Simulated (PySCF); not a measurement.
Vertical excitations of a molecule C₂H₈GaN from TDDFT-PBE0/def2-SVPD run with PySCF, as energy in eV (oscillator strength): 5.80 (0.055), 6.27 (0.000), 6.37 (0.102), 6.53 (0.109), 7.17 (0.005), 7.30 (0.000), 7.50 (0.016), 7.61 (0.146), 7.87 (0.052), 7.96 (0.002). Lowest triplet (TDA): 5.12 eV. Coordinates come from a TPSSh-D3(BJ)/def2-SVP optimisation. The values are those of a single conformer.

### Question
Pick the molecule that these values belong to.
A. C[N](C)[GaH2]
B. [CH3][Ga]([CH3])[NH2]
C. C[CH2][GaH][NH2]

### Answer
B, [CH3][Ga]([CH3])[NH2]
